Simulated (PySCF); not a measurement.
**TDDFT excited states: C10H12**

Compound: 3-ethylstyrene, C₁₀H₁₂.
Numbering: `[CH2:1]=[CH:2][c:3]1[cH:4][cH:5][cH:6][c:7]([CH2:8][CH3:9])[cH:10]1` (hydrogens: H11, H12 on C1; H13 on C2; H14 on C4; H15 on C5; H16 on C6; H17, H18 on C8; H19, H20, H21 on C9; H22 on C10)

Cartesian coordinates in Å at the PBE0-D3(BJ)/def2-SVP level; atoms count from 1:
```
atom  x, y, z in Å
C1    -2.9390    1.7438    0.4331
C2    -2.6491    0.4378    0.4761
C3    -1.3539   -0.2006    0.2072
C4    -1.2435   -1.5938    0.3241
C5    -0.0327   -2.2343    0.0755
C6     1.0875   -1.4948   -0.2929
C7     1.0095   -0.1009   -0.4203
C8     2.2279    0.7130   -0.7685
C9     2.9983    1.1718    0.4673
C10   -0.2113    0.5237   -0.1671
H11   -3.9464    2.1025    0.6548
H12   -2.1941    2.5026    0.1792
H13   -3.4520   -0.2591    0.7421
H14   -2.1223   -2.1772    0.6110
H15    0.0368   -3.3209    0.1667
H16    2.0364   -2.0009   -0.4911
H17    1.9237    1.5914   -1.3604
H18    2.8910    0.1177   -1.4167
H19    2.3652    1.7935    1.1188
H20    3.8845    1.7628    0.1893
H21    3.3366    0.3108    1.0640
H22   -0.2736    1.6102   -0.2709
```

Computed with TDDFT CAM-B3LYP/def2-SVPD, vertical, gas phase, core orbitals frozen in the response (PySCF).

Problem. Predict the UV-vis stick spectrum at this level.

Solution. 

| state | E (eV) | ν̃ (cm⁻¹) | f | main configurations (H = HOMO, L = LUMO) |
| --- | --- | --- | --- | --- |
| S1 | 4.92 | 39650 | 0.124 | H→L (42%), H-1→L (26%), H→L+1 (25%) |
| S2 | 5.13 | 41380 | 0.245 | H→L (51%), H-1→L (34%), H→L+1 (10%) |
| S3 | 6.16 | 49640 | 0.261 | H→L+1 (57%), H-1→L (32%) |
| S4 | 6.42 | 51770 | 0.511 | H-1→L+1 (79%) |
| S5 | 6.55 | 52800 | 0.011 | H→L+2 (73%), H→L+3 (14%) |
| S6 | 6.96 | 56100 | 0.0032 | H→L+3 (40%), H→L+4 (30%), H-1→L+2 (14%) |
| S7 | 7.06 | 56950 | 0.0008 | H→L+4 (33%), H→L+3 (23%), H→L+2 (13%) |
| S8 | 7.16 | 57750 | 0.0079 | H-1→L+2 (58%), H→L+4 (20%) |
| S9 | 7.20 | 58070 | 0.0053 | H-3→L (60%), H-2→L (16%) |
| S10 | 7.21 | 58160 | 0.014 | H-2→L (49%), H-3→L (20%), H→L+6 (11%) |

Triplets (Tamm–Dancoff): T1 3.20 eV, H→L (84%); T2 4.31 eV, H-1→L+1 (43%), H-1→L (34%); T3 4.42 eV, H-1→L (40%), H→L+1 (29%), H-1→L+1 (17%); T4 4.79 eV, H→L+1 (39%), H-2→L (23%), H-1→L (10%).

The lowest singlet comes at 252 nm (474 kJ/mol) in the ultraviolet; it is of moderate strength; its leading configuration is HOMO→LUMO (42%). The most intense listed level is S4 at 6.42 eV (193 nm, f = 0.511), 1.50 eV above S1. Löwdin shares by element: HOMO carbon 64% or more (atoms not listed hold the other 36%); LUMO carbon 58% or more (atoms not listed hold the other 42%). Weighted by f, the mean energy of these states is 5.96 eV. The listed states span 2.29 eV, and the widest gap between neighbours is 1.02 eV (S2 to S3). The oscillator strengths of these states sum to 1.182; summed over the whole spectrum of an exact calculation they would give the number of electrons, 72 (Thomas–Reiche–Kuhn). All these states lie below the vertical ionisation energy of 8.25 eV (ΔSCF). Only the lowest 10 singlets were computed, as vertical energies without vibronic structure.

One conformer stands for the species.
